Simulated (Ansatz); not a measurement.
Two isomers of C2H9NOSi: A = `OCCN[SiH3]`, B = `CC(O)N[SiH3]`.

Gas-phase electronic energies from Ansatz, PBE0-D4/def2-TZVP geometries. CBS: MP2 limit from def2 TZ/QZ plus the TZ coupled-cluster correction, frozen cores. Functionals use def2-TZVPP. B3LYP here is the variant with VWN-RPA as its local correlation; programs differ in this. Each species was taken in one conformer, which may not be the lowest.

A:

Z-matrix (Å, degrees):
```
C
C 1 1.514
O 1 1.415 2 111.7
H 1 1.092 2 109.6 3 116.9
H 1 1.098 2 110.0 3 -124.1
N 2 1.443 1 110.7 3 -58.3
H 2 1.104 1 108.7 3 65.8
H 2 1.096 1 108.8 3 -178.7
H 3 0.961 1 108.3 2 -69.1
Si 6 1.713 2 124.2 1 -161.4
H 6 1.010 2 111.9 1 43.2
H 10 1.489 6 108.8 2 54.2
H 10 1.496 6 115.1 2 -65.2
H 10 1.485 6 107.6 2 174.2
```

B:

```xyz
14

C     0.403    0.755   -1.776
C     0.525   -0.070   -0.516
O     1.876    0.041   -0.101
N    -0.407    0.345    0.493
Si   -1.173   -0.706    1.617
H    -0.601    0.664   -2.191
H     0.598    1.806   -1.548
H     1.132    0.427   -2.518
H     0.297   -1.122   -0.745
H     1.965   -0.418    0.739
H    -0.370    1.334    0.689
H    -1.861   -1.801    0.883
H    -0.238   -1.361    2.584
H    -2.146    0.106    2.389
```

Q: Which isomer does CCSD(T)/CBS put lower? Give the gap. (Best estimate.)

A: The calculation gave: B, by 8.5 kcal/mol.

Q: Give E(B) − E(A) in kcal/mol with B3LYP-D4, r2SCAN-D4, B2PLYP, CCSD(T)/def2-TZVPP, HF/def2-TZVPP, MP2/def2-TZVPP, PBE-D4. (Estimate.)

A: Ansatz gave: B3LYP-D4 -8.1, r2SCAN-D4 -8.9, B2PLYP -8.2, CCSD(T)/def2-TZVPP -8.4, HF/def2-TZVPP -7.8, MP2/def2-TZVPP -8.8, PBE-D4 -8.2. None reverses the order clearly.

Largest T1 diagnostic: 0.011.
